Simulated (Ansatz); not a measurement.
iodine monochloride (ClI), singlet, at a GFN2-xTB geometry (all electrons, no relativity); Ansatz (a program for electronic structure) with B3LYP/STO-3G.

Ansatz was given this input:
Ansatz 0.2 input:
```yaml
crystal:
  periodic: [false, false, false]
  atoms:
    - {symbol: Cl, position_ang: [-0.00000000, -0.00000000, -1.74625450]}
    - {symbol: I, position_ang: [0.00000000, 0.00000000, 0.56011937]}
basis:
  gaussian:
    orbitals: STO-3G
    point_charges:
      - {charge: -1.0, position_ang: [0.3104, -2.3492, 2.8178]}
hamiltonian:
  xc: b3lyp
```

Q: Write the output that Ansatz gives for this input, abridged.

A: 
```
Functional definition: B3LYP
377 factors; integrals over basis functions are off by at most 1.1e-5 eV
mean field evaluation 1: about -198861.1227 eV, gradient 6.7e0 eV
mean field evaluation 2: about -198861.2385 eV, gradient 5.9e0 eV
mean field evaluation 4: about -198861.4784 eV, gradient 1.1e-2 eV
mean field evaluation 8: about -198861.4807 eV, gradient 2.9e-5 eV
mean field -198861.48073784 eV, -7308.0246239629 hartree, gradient 2.9e-5 eV, S^2 0.000000; 0 other end points of the search recorded, 0 dependent functions left out
reference -198861.48086001 eV, -7308.0246284522 hartree; 35, 35 occupied and 1, 1 virtual orbitals, 377 factors
Total energy: -198861.48086001 eV, -7308.0246284522 hartree
```
